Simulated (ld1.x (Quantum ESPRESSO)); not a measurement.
**Transferability test, PAW potential for silicon**

```json
{
 "Element": "Si",
 "Generator": "ld1.x (Quantum ESPRESSO) 7.5",
 "Type": "PAW",
 "Functional": "LDA (PZ)",
 "Relativity": "scalar-relativistic",
 "Frozen core": "[Ne]",
 "Valence charge": "4",
 "Reference configuration": "3s2 3p2",
 "Partial waves": "3s (bound): rcut 1.50, rcutus 2.05 bohr; 3s channel at 1.05 Ry: rcut 1.50, rcutus 2.05 bohr; 3p (bound): rcut 1.90, rcutus 2.15 bohr; 3p channel at 0.7 Ry: rcut 1.90, rcutus 2.15 bohr",
 "Local potential": "all-electron potential smoothed inside 1.95 bohr (lloc = -2)",
 "Core correction": "Bessel-smoothed model core, default radius (core density twice the valence density)",
 "Augmentation charge": "PSQ, inside the norm-conserving radii"
}
```

Energies are relative to the spin-unpolarised reference configuration 3s2 3p2; without spin polarisation the order of configurations can differ from experiment. Spin-polarised rows fill each open shell by Hund’s rule, majority spin first.

```
   valence configuration  charge  ΔE all-electron (eV)  error AE − PS (meV)
                 3s2 3p1      +1                 7.829                 -1.4
                 3s2 3p0      +2                23.943                  -13
                 3s1 3p0      +3                58.088                  -72
               3s2 3p2.3    -0.3                -0.957                  0.0
               3s2 3p1.5    +0.5                 2.965                 -0.3
                 3s1 3p2      +1                15.242                 -3.5
                 3s0 3p4       0                13.779                 -2.5
3s2 3p2 (spin-polarised)       0                -0.611                 -0.4
3s2 3p1 (spin-polarised)      +1                 7.624                 -1.6
```
